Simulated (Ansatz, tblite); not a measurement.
Cost and result up the ladder for Cs₃H₂ (5 atoms). Total charge 0; doublet. Geometry: PBE-D4/def2-TZVP.

```xyz
5

Cs   -0.0931    1.6119   -1.4999
Cs    1.7730   -1.6643    0.5967
Cs   -3.2294    0.2138    1.6278
H     2.1788    0.1232   -1.3419
H    -0.6294   -0.2845    0.6173
```

Ansatz on 4 threads of Arm Neoverse V2 on a shared host; xTB runs through tblite on one thread. Times are rough, summed over both states, and most runs start from the orbitals of an earlier one. CCSD(T)/def2-TZVPP serves as the yardstick here, not as an exact answer. The other state is a singlet.

In the def2 sets Cs takes a core potential; there is no spin–orbit coupling. The xTB rows come from tblite. Correlated methods freeze no core orbitals; core or outer-core shells of Cs are correlated, in sets that lack core-valence functions. The structure comes from a short search, and lower isomers may exist.

Correlated methods converge slowly with the basis.

Raw xTB energies of ions are shifted by several eV, and xTB has no spin-polarisation term.

```
                         level  functions  wall time  vertical IE (eV)  difference from CCSD(T)/def2-TZVPP (eV)
                      GFN1-xTB         16    0.003 s              9.78                                     6.78
                      GFN2-xTB         14    0.004 s              7.42                                     4.42
PBE-D4/def2-TZVP (with forces)         99        4 s              3.36                                     0.36
             PBE0-D4/def2-TZVP         99      6.8 s              3.27                                     0.27
           r2SCAN-D4/def2-TZVP         99      7.8 s              3.10                                     0.10
            CCSD(T)/def2-TZVPP        136       70 s              3.00                                     0.00
```
